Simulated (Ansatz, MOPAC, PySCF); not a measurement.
Breaking a bond: SMILES [BeH2], singlet. The Be1–H3 bond (Be1 also carries H; H3 carries nothing else) is pulled apart rigidly from the PBE0/def2-TZVP optimised geometry.

UKS-B3LYP/6-31G* = unrestricted B3LYP/6-31G*, spherical d (PySCF 2.14.0); PM6, restricted, heats of formation (MOPAC); RKS-B3LYP/6-31G* = restricted B3LYP/6-31G*, spherical d (PySCF); FCI = full CI/cc-pVQZ, frozen core (Ansatz, a quantum-chemistry and plane-wave program).

Energies relative to the lowest point of each curve near equilibrium, in eV; the last columns give the difference from FCI:

```json
[
 {"R / Å": "0.99", "UKS-B3LYP/6-31G*": "1.541", "PM6": "1.976", "RKS-B3LYP/6-31G*": "1.541", "FCI": "1.523", "UKS-B3LYP/6-31G* − FCI": "0.018", "PM6 − FCI": "0.453", "RKS-B3LYP/6-31G* − FCI": "0.018"},
 {"R / Å": "1.06", "UKS-B3LYP/6-31G*": "0.865", "PM6": "1.131", "RKS-B3LYP/6-31G*": "0.865", "FCI": "0.854", "UKS-B3LYP/6-31G* − FCI": "0.011", "PM6 − FCI": "0.277", "RKS-B3LYP/6-31G* − FCI": "0.011"},
 {"R / Å": "1.14", "UKS-B3LYP/6-31G*": "0.377", "PM6": "0.494", "RKS-B3LYP/6-31G*": "0.377", "FCI": "0.372", "UKS-B3LYP/6-31G* − FCI": "0.005", "PM6 − FCI": "0.121", "RKS-B3LYP/6-31G* − FCI": "0.005"},
 {"R / Å": "1.20", "UKS-B3LYP/6-31G*": "0.161", "PM6": "0.204", "RKS-B3LYP/6-31G*": "0.161", "FCI": "0.159", "UKS-B3LYP/6-31G* − FCI": "0.002", "PM6 − FCI": "0.045", "RKS-B3LYP/6-31G* − FCI": "0.002"},
 {"R / Å": "1.25", "UKS-B3LYP/6-31G*": "0.056", "PM6": "0.064", "RKS-B3LYP/6-31G*": "0.056", "FCI": "0.056", "UKS-B3LYP/6-31G* − FCI": "0.000", "PM6 − FCI": "0.008", "RKS-B3LYP/6-31G* − FCI": "0.000"},
 {"R / Å": "1.30", "UKS-B3LYP/6-31G*": "0.007", "PM6": "0.002", "RKS-B3LYP/6-31G*": "0.007", "FCI": "0.007", "UKS-B3LYP/6-31G* − FCI": "0.000", "PM6 − FCI": "-0.005", "RKS-B3LYP/6-31G* − FCI": "0.000"},
 {"R / Å": "1.34", "UKS-B3LYP/6-31G*": "0.000", "PM6": "0.000", "RKS-B3LYP/6-31G*": "0.000", "FCI": "0.000", "UKS-B3LYP/6-31G* − FCI": "0.000", "PM6 − FCI": "0.000", "RKS-B3LYP/6-31G* − FCI": "0.000"},
 {"R / Å": "1.38", "UKS-B3LYP/6-31G*": "0.017", "PM6": "0.035", "RKS-B3LYP/6-31G*": "0.017", "FCI": "0.017", "UKS-B3LYP/6-31G* − FCI": "0.001", "PM6 − FCI": "0.018", "RKS-B3LYP/6-31G* − FCI": "0.001"},
 {"R / Å": "1.41", "UKS-B3LYP/6-31G*": "0.044", "PM6": "0.082", "RKS-B3LYP/6-31G*": "0.044", "FCI": "0.042", "UKS-B3LYP/6-31G* − FCI": "0.001", "PM6 − FCI": "0.039", "RKS-B3LYP/6-31G* − FCI": "0.001"},
 {"R / Å": "1.47", "UKS-B3LYP/6-31G*": "0.126", "PM6": "0.221", "RKS-B3LYP/6-31G*": "0.126", "FCI": "0.122", "UKS-B3LYP/6-31G* − FCI": "0.004", "PM6 − FCI": "0.099", "RKS-B3LYP/6-31G* − FCI": "0.004"},
 {"R / Å": "1.54", "UKS-B3LYP/6-31G*": "0.261", "PM6": "0.445", "RKS-B3LYP/6-31G*": "0.261", "FCI": "0.253", "UKS-B3LYP/6-31G* − FCI": "0.007", "PM6 − FCI": "0.192", "RKS-B3LYP/6-31G* − FCI": "0.007"},
 {"R / Å": "1.66", "UKS-B3LYP/6-31G*": "0.557", "PM6": "0.935", "RKS-B3LYP/6-31G*": "0.557", "FCI": "0.541", "UKS-B3LYP/6-31G* − FCI": "0.016", "PM6 − FCI": "0.394", "RKS-B3LYP/6-31G* − FCI": "0.016"},
 {"R / Å": "1.81", "UKS-B3LYP/6-31G*": "0.993", "PM6": "1.646", "RKS-B3LYP/6-31G*": "0.993", "FCI": "0.962", "UKS-B3LYP/6-31G* − FCI": "0.032", "PM6 − FCI": "0.684", "RKS-B3LYP/6-31G* − FCI": "0.032"},
 {"R / Å": "2.01", "UKS-B3LYP/6-31G*": "1.612", "PM6": "2.625", "RKS-B3LYP/6-31G*": "1.612", "FCI": "1.550", "UKS-B3LYP/6-31G* − FCI": "0.062", "PM6 − FCI": "1.076", "RKS-B3LYP/6-31G* − FCI": "0.062"},
 {"R / Å": "2.18", "UKS-B3LYP/6-31G*": "2.129", "PM6": "3.412", "RKS-B3LYP/6-31G*": "2.129", "FCI": "2.029", "UKS-B3LYP/6-31G* − FCI": "0.100", "PM6 − FCI": "1.383", "RKS-B3LYP/6-31G* − FCI": "0.100"},
 {"R / Å": "2.38", "UKS-B3LYP/6-31G*": "2.700", "PM6": "4.243", "RKS-B3LYP/6-31G*": "2.700", "FCI": "2.538", "UKS-B3LYP/6-31G* − FCI": "0.162", "PM6 − FCI": "1.705", "RKS-B3LYP/6-31G* − FCI": "0.162"},
 {"R / Å": "2.64", "UKS-B3LYP/6-31G*": "3.319", "PM6": "5.153", "RKS-B3LYP/6-31G*": "3.362", "FCI": "3.086", "UKS-B3LYP/6-31G* − FCI": "0.233", "PM6 − FCI": "2.067", "RKS-B3LYP/6-31G* − FCI": "0.276"},
 {"R / Å": "2.97", "UKS-B3LYP/6-31G*": "3.775", "PM6": "6.047", "RKS-B3LYP/6-31G*": "4.062", "FCI": "3.585", "UKS-B3LYP/6-31G* − FCI": "0.190", "PM6 − FCI": "2.461", "RKS-B3LYP/6-31G* − FCI": "0.476"},
 {"R / Å": "3.25", "UKS-B3LYP/6-31G*": "3.985", "PM6": "6.611", "RKS-B3LYP/6-31G*": "4.541", "FCI": "3.854", "UKS-B3LYP/6-31G* − FCI": "0.131", "PM6 − FCI": "2.757", "RKS-B3LYP/6-31G* − FCI": "0.687"},
 {"R / Å": "3.65", "UKS-B3LYP/6-31G*": "4.138", "PM6": "7.183", "RKS-B3LYP/6-31G*": "5.071", "FCI": "4.058", "UKS-B3LYP/6-31G* − FCI": "0.080", "PM6 − FCI": "3.125", "RKS-B3LYP/6-31G* − FCI": "1.013"},
 {"R / Å": "4.10", "UKS-B3LYP/6-31G*": "4.209", "PM6": "7.605", "RKS-B3LYP/6-31G*": "5.496", "FCI": "4.148", "UKS-B3LYP/6-31G* − FCI": "0.060", "PM6 − FCI": "3.456", "RKS-B3LYP/6-31G* − FCI": "1.348"},
 {"R / Å": "4.68", "UKS-B3LYP/6-31G*": "4.238", "PM6": "8.067", "RKS-B3LYP/6-31G*": "5.848", "FCI": "4.183", "UKS-B3LYP/6-31G* − FCI": "0.055", "PM6 − FCI": "3.884", "RKS-B3LYP/6-31G* − FCI": "1.665"}
]
```

UKS-B3LYP/6-31G* is furthest from FCI at 2.64 (0.233 eV, above); its mean absolute difference over the points is 0.053 eV.

PM6 is furthest from FCI at 4.68 (3.884 eV, above); its mean absolute difference over the points is 1.102 eV.

RKS-B3LYP/6-31G* is furthest from FCI at 4.68 (1.665 eV, above); its mean absolute difference over the points is 0.267 eV.

The unrestricted determinant behind UKS-B3LYP/6-31G* is spin-contaminated at 2.64 to 4.68 Å (<S²> up to 1.0, against 0.00 for a pure singlet). The restricted form behind PM6, RKS-B3LYP/6-31G* keeps the bonding electrons paired and can't separate into open-shell fragments.
